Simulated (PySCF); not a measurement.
Gas-phase reaction: 2 GaHCl₂ = GaCl₃ + HCl + GaH

Computed with PySCF (xtb for GFN2) and rigid-rotor harmonic-oscillator thermochemistry at 1 bar. † marks an energy on the PBE0/def2-TZVP geometry and frequencies; other levels use their own. MP2 freezes the core. All species are closed-shell singlets. B3LYP is the form with VWN-RPA correlation. Ga: all electrons, no relativistic terms. GaHCl₂, GaH: computed as isolated molecules; such fragments, hydroxides, amides, oligomers or adducts are transient or little studied in the gas. MP2 isn't extrapolated to the basis-set limit.

| level | ΔH°(298 K), kJ |
|---|---|
| B3LYP/def2-TZVP† | 193 |
| GFN2-xTB | ? |
| HF/def2-TZVP† | 206 |
| M06-2X/def2-TZVP† | 219 |
| MP2/def2-SVP† | ? |
| MP2/def2-TZVPP† | 230 |
| PBE/def2-SVP | 216 |
| PBE0/def2-QZVP† | 214 |
| PBE0/def2-SVP† | 225 |
| LDA/def2-TZVP† | ? |
| ωB97M-V/def2-TZVP† | ? |

### Question
Some entries are withheld; supply them.

### Answer

- GFN2-xTB, ΔH°(298 K), kJ: 217
- MP2/def2-SVP†, ΔH°(298 K), kJ: 228
- LDA/def2-TZVP†, ΔH°(298 K), kJ: 240
- ωB97M-V/def2-TZVP†, ΔH°(298 K), kJ: 209
